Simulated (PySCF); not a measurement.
Species: CH₇ClP₂Si.
Structure used (PBE0-D3(BJ)/def2-SVP), in Å, numbered top down from 1:
```xyz
12
CH7ClP2Si angstrom
P     -1.577   -0.864    0.994
Si    -0.136    0.049   -0.494
P      0.163    2.259   -0.129
C      1.553   -0.785   -0.271
Cl     2.132   -0.565    1.409
H     -1.704   -2.093    0.270
H     -2.712   -0.276    0.352
H     -0.547   -0.142   -1.922
H     -1.239    2.539   -0.096
H      0.264    2.087    1.285
H      2.300   -0.344   -0.948
H      1.505   -1.865   -0.473
```

Jobs on this species (12 atoms, 74 electrons) with PySCF (density fitting). Hardware of each: one thread of an Arm Neoverse V2, shared host. Times come from a shared host and carry two figures at best.

Question: Rank these jobs by wall time, shortest first.
A. PBE0/def2-SVP; 10 singlets by full TDDFT, 4 Tamm–Dancoff triplets, polarisability; 121 basis functions
B. PBE0-D3(BJ)/def2-SVP, grid level 1; geometry optimisation from a GFN2-xTB start shaken at random; 121 basis functions
C. wB97X-D/def2-SVPD; 10 singlets by full TDDFT, 4 Tamm–Dancoff triplets, polarisability, ΔSCF ions; 175 basis functions
D. PBE0/def2-TZVP; 10 singlets by full TDDFT, 4 Tamm–Dancoff triplets, polarisability; 221 basis functions

Answer: A (9.2 s), D (25 s), B (68 s), C (1.9 min).

All jobs:

| level and settings | work | basis functions | SCF cycles | wall time |
| --- | --- | --- | --- | --- |
| PBE0/def2-SVP | 10 singlets by full TDDFT, 4 Tamm–Dancoff triplets, polarisability | 121 | 11 | 9.2 s |
| PBE0/def2-TZVP | 10 singlets by full TDDFT, 4 Tamm–Dancoff triplets, polarisability | 221 | 13 | 25 s |
| HF/def2-SVPD | 10 singlets by TDHF, 4 Tamm–Dancoff triplets, polarisability, ΔSCF ions | 175 | 10 | 25 s |
| PBE0-D3(BJ)/def2-SVP, grid level 1 | geometry optimisation from a GFN2-xTB start shaken at random | 121 | 73 | 68 s |
| B3LYP/def2-SVPD | 10 singlets by full TDDFT, 4 Tamm–Dancoff triplets, polarisability, ΔSCF ions | 175 | 12 | 94 s |
| LDA/def2-SVPD | 10 singlets by full TDDFT, 4 Tamm–Dancoff triplets, polarisability, ΔSCF ions | 175 | 13 | 96 s |
| PBE/def2-SVPD | 10 singlets by full TDDFT, 4 Tamm–Dancoff triplets, polarisability, ΔSCF ions | 175 | 13 | 1.8 min |
| PBE0/def2-SVPD | 10 singlets by full TDDFT, 4 Tamm–Dancoff triplets, polarisability, ΔSCF ions | 175 | 12 | 1.8 min |
| wB97X-D/def2-SVPD | 10 singlets by full TDDFT, 4 Tamm–Dancoff triplets, polarisability, ΔSCF ions | 175 | 12 | 1.9 min |

Question: What do all jobs in the table cost together?

Answer: About 11 min; the longest takes about 18 % of that, and about 12 times as long as the shortest.
